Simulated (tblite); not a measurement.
H11Si6 (SMILES [SiH]1[SiH2][SiH2][SiH2][SiH2][SiH2]1), doublet, at a GFN2-xTB geometry; GFN1-xTB run with tblite.

tblite was given this input:
```
$ tblite run mol.xyz --method gfn1 --charge 0 --spin 1 --guess eeq --json tblite.json --no-restart

# file mol.xyz
17

Si    -2.00928681     0.31082660     1.04009462
Si    -0.99917176     1.88841840    -0.30786964
Si     1.33189105     1.86714352    -0.19955031
Si     2.16544122    -0.29385339    -0.43750807
Si     0.52549777    -1.90244534    -0.79030876
Si    -1.22044177    -1.84448819     0.75266407
H     -1.87499552     0.71935075     2.45827646
H     -1.55553093     3.23387203    -0.11514543
H     -1.38026573     1.55425403    -1.69439246
H      1.70927656     2.39928772     1.12036694
H      1.97417437     2.80156719    -1.13565077
H      3.19097114    -0.33738215    -1.48875925
H      2.91262466    -0.65638541     0.77738508
H      1.09306438    -3.24634636    -0.95936981
H     -0.08846579    -1.63116720    -2.10228082
H     -0.77260544    -2.47247584     2.00725274
H     -2.32326312    -2.72299726     0.32701094
```

The log (banner, timings and long lists left out):

```
xTB calculator
 | screened Coulomb repulsion
 | Coulomb electrostatics
 |  * isotropic Klopman-Ohno-Mataga-Nishimoto electrostatics
 |  * onsite third-order electrostatics
 | DFT-D3(BJ) dispersion correction

halogen bonding energy    0.0000000000000E+00 Eh
repulsion energy          1.5385759965941E-01 Eh
dispersion energy        -1.0822198091872E-02 Eh
number of electrons       3.5000000000000E+01 e
integral cutoff           2.8146159136829E+01 bohr

------------------------------------------------------------
  cycle        total energy    energy error   density error
------------------------------------------------------------
      1     -16.87944031422  -1.7022476E+01   3.3407631E-01
      2     -16.92099589188  -4.1555578E-02   1.8870395E-01
      3     -16.92302346792  -2.0275760E-03   3.6992808E-02
      4     -16.92416033242  -1.1368645E-03   3.3165111E-03
      5     -16.92418380755  -2.3475130E-05   1.2776729E-03
      6     -16.92418437734  -5.6978729E-07   2.4035881E-04
      7     -16.92418446844  -9.1101395E-08   4.6035328E-05
      8     -16.92418447173  -3.2959484E-09   1.3681081E-05
------------------------------------------------------------

electronic energy        -1.7067219873301E+01 Eh
total energy             -1.6924184471733E+01 Eh

Post processing:
 | Mayer-Wiberg bond orders

[Info] JSON dump of results written to 'tblite.json'
```
